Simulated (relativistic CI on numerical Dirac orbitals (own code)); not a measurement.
## Ligand-field terms of d3

Computed with a parametric ligand-field model of a d^n configuration (Racah B and C, spin-orbit zeta, crystal field), exact diagonalisation.

Field parameters in Wybourne normalisation: D3d B²₀ = −7Dσ, B⁴₀ = −14Dq − 21Dτ, B⁴₃ = −14√(10/7) Dq; D4h B²₀ = −7Ds, B⁴₀ = 21(Dq − Dt), B⁴₄ = 21√(5/14) Dq; Td as Oh with Dq negative (B⁴₀ = 21Dq, B⁴₄ = √(5/14) B⁴₀). The field is a parameter set, without covalency.

Problem. Ground term and bands for B = 690, C = 3580, ζ = 0 cm⁻¹, D3d, 10Dq = 29900, Dσ = 1200, Dτ = 270 cm⁻¹?

Solution. Ground term 4A2 with 0.00 electrons in the two orbitals of the cubic e set. Spin-allowed: 4A1 29210 cm⁻¹ (342 nm), 4E 31093 cm⁻¹ (322 nm), 4A2 37250 cm⁻¹ (268 nm), 4E 40063 cm⁻¹ (250 nm). Lowest spin-forbidden: 2E 14047 cm⁻¹ (712 nm), 2A2 16467 cm⁻¹ (607 nm), 2E 16653 cm⁻¹ (600 nm).

Problem. Ground term and bands for B = 800, C = 3250, ζ = 0 cm⁻¹, D4h, 10Dq = 34950, Ds = 3000, Dt = 760 cm⁻¹?

Solution. Ground term 4B1 with 0.00 electrons in the two orbitals of the cubic e set. Spin-allowed: 4E 25873 cm⁻¹ (387 nm), 4A2 28155 cm⁻¹ (355 nm), 4B2 34950 cm⁻¹ (286 nm), 4E 46787 cm⁻¹ (214 nm). Lowest spin-forbidden: 2E 14305 cm⁻¹ (699 nm), 2A1 15668 cm⁻¹ (638 nm), 2B1 16012 cm⁻¹ (625 nm).

Problem. Ground term and bands for B = 780, C = 3560, ζ = 0 cm⁻¹, Td, 10Dq = -1800 cm⁻¹?

Solution. Ground term 4T1 with 1.84 electrons in the two orbitals of the cubic e set. Spin-allowed: 4T2 1480 cm⁻¹, 4A2 3280 cm⁻¹ (3048 nm), 4T1 12861 cm⁻¹ (778 nm). Lowest spin-forbidden: 2E 13758 cm⁻¹ (727 nm), 2T2 14424 cm⁻¹ (693 nm), 2T1 14605 cm⁻¹ (685 nm).

Problem. Ground term and bands for B = 720, C = 3530, ζ = 0 cm⁻¹, Td, 10Dq = -3200 cm⁻¹?

Solution. Ground term 4T1 with 1.87 electrons in the two orbitals of the cubic e set. Spin-allowed: 4T2 2688 cm⁻¹, 4A2 5888 cm⁻¹ (1699 nm), 4T1 12975 cm⁻¹ (771 nm). Lowest spin-forbidden: 2E 12386 cm⁻¹ (807 nm), 2T2 14397 cm⁻¹ (695 nm), 2T1 14417 cm⁻¹ (694 nm).

Problem. Ground term and bands for B = 480, C = 2070, ζ = 0 cm⁻¹, D4h, 10Dq = 17900, Ds = -1500, Dt = 420 cm⁻¹?

Solution. Ground term 4B1 with 0.00 electrons in the two orbitals of the cubic e set. Spin-allowed: 4E 13531 cm⁻¹ (739 nm), 4B2 17900 cm⁻¹ (559 nm), 4E 18237 cm⁻¹ (548 nm), 4A2 24864 cm⁻¹ (402 nm). Lowest spin-forbidden: 2E 5930 cm⁻¹ (1686 nm), 2B1 9610 cm⁻¹ (1041 nm), 2A1 9927 cm⁻¹ (1007 nm).
